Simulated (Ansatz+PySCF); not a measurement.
Results of a calculation; reference values are marked as such.
This Ansatz input gave a total energy of -5.10135 hartree.

```yaml
crystal:
  periodic: [false, false, false]
  atoms:
    - { symbol: H, position_ang: [0.0, 0.0, 0.0] }
    - { symbol: H, position_ang: [0.0, 0.0, 1.8] }
    - { symbol: H, position_ang: [0.0, 0.0, 3.6] }
    - { symbol: H, position_ang: [0.0, 0.0, 5.4] }
    - { symbol: H, position_ang: [0.0, 0.0, 7.2] }
    - { symbol: H, position_ang: [0.0, 0.0, 9.0] }
    - { symbol: H, position_ang: [0.0, 0.0, 10.8] }
    - { symbol: H, position_ang: [0.0, 0.0, 12.6] }
    - { symbol: H, position_ang: [0.0, 0.0, 14.4] }
    - { symbol: H, position_ang: [0.0, 0.0, 16.2] }
basis:
  gaussian: { orbitals: cc-pVDZ }
hamiltonian:
  xc: pbe0
scf:
  omitted_lower_state_checks: [starts, atomic_configurations, cluster_reference, orbital_swaps, given_window_search, neighbouring_geometries, increment]
```

Task: Write an input for PySCF with the same method and basis set.

Result:

```python
from pyscf import gto, dft

mol = gto.M(atom="""
H 0.000000 0.000000 0.000000
H 0.000000 0.000000 1.800000
H 0.000000 0.000000 3.600000
H 0.000000 0.000000 5.400000
H 0.000000 0.000000 7.200000
H 0.000000 0.000000 9.000000
H 0.000000 0.000000 10.800000
H 0.000000 0.000000 12.600000
H 0.000000 0.000000 14.400000
H 0.000000 0.000000 16.200000
""", basis='cc-pvdz', charge=0, spin=0)
mf = dft.RKS(mol, xc='pbe0')
mf.init_guess = 'minao'
mf.kernel()
while True:  # follow internal instabilities
    mo, _, stable, _ = mf.stability(return_status=True)
    if stable: break
    mf.kernel(mf.make_rdm1(mo, mf.mo_occ))
print(mf.converged, mf.e_tot, mf.spin_square()[0])
```

PySCF 2.14.0 gave -5.10135 hartree, 0.03 meV from the first. Caution: an unrestricted determinant lies well below.
